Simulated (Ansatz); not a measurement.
A structure relaxed at PBE0-D4/def2-TZVP, charge 0, multiplicity 1:

```tsv
atom	x (Å)	y (Å)	z (Å)
C1	0.2248	0.4007	-1.7134
Si2	-0.6519	-0.5147	-0.3352
Si3	0.3809	-0.0748	1.7152
Cl4	0.4481	1.9655	1.9863
Cl5	-0.6948	-0.9217	3.2469
H6	1.2589	0.0636	-1.8111
H7	-0.2799	0.2320	-2.6672
H8	0.2324	1.4743	-1.5140
H9	-0.6256	-1.9871	-0.5555
H10	-2.0677	-0.0776	-0.2032
H11	1.7748	-0.5601	1.8511
```

Problem. Give its formula and SMILES.

Solution. CH6Cl2Si2, `C[SiH2][SiH](Cl)Cl`.

Problem. Summarise the bond lengths by kind.

Solution. 1 × C–Si 1.872 Å; 3 × C–H 1.092 Å; 1 × Si–Si 2.338 Å; 3 × H–Si 1.482 to 1.489 Å; 2 × Cl–Si 2.054 to 2.059 Å.

Results of the Gaussian-basis code of Ansatz.
